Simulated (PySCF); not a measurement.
GeH₄OSi, neutral, multiplicity 1. Atoms are numbered in the order given.

```xyz
7

Ge    -0.0535    -0.5703     0.5725
O      1.3918    -1.0161    -0.4033
H      1.6287    -0.4150    -1.1247
Si    -0.6276     1.4995    -0.7661
H     -0.9626     2.6941     0.0729
H     -1.8144     1.2291    -1.6431
H      0.5107     1.8781    -1.6722
```
Charge 0, spin multiplicity 1.

Geometry optimised at B3LYP-D3(BJ)/def2-SVP. One conformer was computed; it need not be the lowest.

Calculation: PBE0/pcSseg-1 run with PySCF.

GIAO shieldings, no solvent; atoms alike by connectivity are averaged. δ = σ(ref) − σ: ⁷³Ge against GeH4 (σ = 1658.3 ppm); ¹⁷O against H2O (σ = 334.2 ppm); ¹H against TMS (σ = 31.56 ppm); ²⁹Si against TMS (σ = 352.7 ppm), references at their B3LYP-D3(BJ)/def2-TZVP geometries, non-relativistic.

```csv
nucleus,atoms,count,δ (ppm)
⁷³Ge,Ge1,1,1607.6
¹⁷O,O2,1,364.3
¹H,H3,1,9.83
¹H,"H5, H6, H7",3,3.75
²⁹Si,Si4,1,-85.5
```
